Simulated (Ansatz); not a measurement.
Isolated molecules relaxed with PBE0-D4/def2-TZVP in Ansatz; ΔE leaves out vibrations. CCSD(T)/CBS adds triple-zeta CCSD(T) − MP2 to the extrapolated MP2 energy (def2 sets, frozen cores). For Br outer-core shells are correlated without core-valence functions, which leaves a few kJ/mol of doubt a bond. Scalar relativity is left out up to krypton. Each species was taken in one conformer, which may not be the lowest.

Reaction (redistribution): `C[O][Al]([NH2])[Cl]` + `O[SiH](F)[SiH2]Br` → `[NH2][Al]([Cl])[Br]` + `CO[SiH2][SiH](O)F`

```tsv
species	MP2/def2-QZVPP energy (Eh)
`C[O][Al]([NH2])[Cl]`	-872.76103
`O[SiH](F)[SiH2]Br`	-3328.64762
`[NH2][Al]([Cl])[Br]`	-3330.87101
`CO[SiH2][SiH](O)F`	-870.54369
```

Q: Work out ΔE.

A: ΔE = (-3330.87101) + (-870.54369) − (-872.76103) − (-3328.64762) = -0.00605 Eh = -15.9 kJ/mol. CCSD(T)/CBS gives -15.9 kJ/mol.

Largest T1 diagnostic among the species: 0.012.

From PBE to PBE0 (25 % exact exchange), in def2-TZVPP and without D4, ΔE moves by −3.8 kJ/mol. In def2-TZVPP, CCSD(T) changes the Hartree–Fock value by +10.6 kJ/mol (the triples alone add +1.4 kJ/mol) and MP2 by +11.3 kJ/mol.
